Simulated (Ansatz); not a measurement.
Basis-set series for `F[CH2][GaH][I]`. Charge 0, multiplicity 1. I: def2 effective core potential. Geometry: relaxed with PBE0-D4/def2-TZVP. It is one conformer, not always the lowest.

```
functional       basis  functions  energy (Eh)  HOMO (eV)  LUMO (eV)
   PBE0-D4    def2-SVP        101  -2361.60551      -7.44      -1.82
   PBE0-D4  def2-TZVPP        202  -2362.03084      -7.52      -1.84
   ωB97M-V    def2-SVP        101  -2361.80972      -9.53      -0.10
   ωB97M-V  def2-TZVPP        202  -2362.23953      -9.63      -0.15
```

(1) Give the rows for def2-QZVPP. (An estimate is asked.)

## Answers

(1) Computed: 
| functional | basis | functions | energy (Eh) | HOMO (eV) | LUMO (eV) |
| --- | --- | --- | --- | --- | --- |
| PBE0-D4 | def2-QZVPP | 375 | -2362.08288 | -7.53 | -1.86 |
| ωB97M-V | def2-QZVPP | 375 | -2362.29009 | -9.65 | -0.25 |

Scalar relativity is left out up to krypton.
